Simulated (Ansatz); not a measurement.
**Abstraction of F: SF2 + SnH3 → SF + SnH3F**

Species: SF2 (sulfur difluoride) `FSF`, singlet; SnH3 `[SnH3]`, doublet; SF (Monosulfur monofluoride), doublet; SnH3F `[F][SnH3]`, singlet. A radical takes F: the energy is the difference in strength between the S–F bond broken and the Sn–F bond made.

Shapes, held fixed at every level: PBE0-D4/def2-TZVP. Programs: Ansatz 0.2.0. The zero-point and thermal change to 298 K, harmonic and unscaled (PBE0-D4/def2-TZVP), is +3.6 kJ/mol.

| level | kind | ΔH(298 K) (kJ/mol) | less CCSD(T)/def2-TZVPP |
| --- | --- | --- | --- |
| MP2/def2-SVP | perturbation theory | -142.6 | -21.7 |
| MP2/def2-TZVPP | perturbation theory | -119.2 | +1.7 |
| HF/def2-TZVPP | Hartree–Fock | -149.8 | -28.9 |
| B3LYP-D4/def2-TZVPP | global hybrid | -114.7 | +6.2 |
| BHLYP-D4/def2-TZVPP | global hybrid | -127.7 | -6.8 |
| B2PLYP/def2-TZVPP | double hybrid | -120.2 | +0.7 |
| CCSD/def2-TZVPP | coupled cluster or CI | -124.8 | -3.9 |
| CCSD(T)/def2-TZVPP | coupled cluster or CI | -120.9 | 0.0 |

The highest level, CCSD(T)/def2-TZVPP, gives ΔH(298 K) = -120.9 kJ/mol; the levels span -149.8 to -114.7. The column of differences is taken from that level and isn't an error. No measured value is set beside it here. Open shells run unrestricted. For atoms past krypton def2 sets carry core potentials with scalar relativity. Outer-core shells of Sn are correlated, in sets that cover them unevenly.
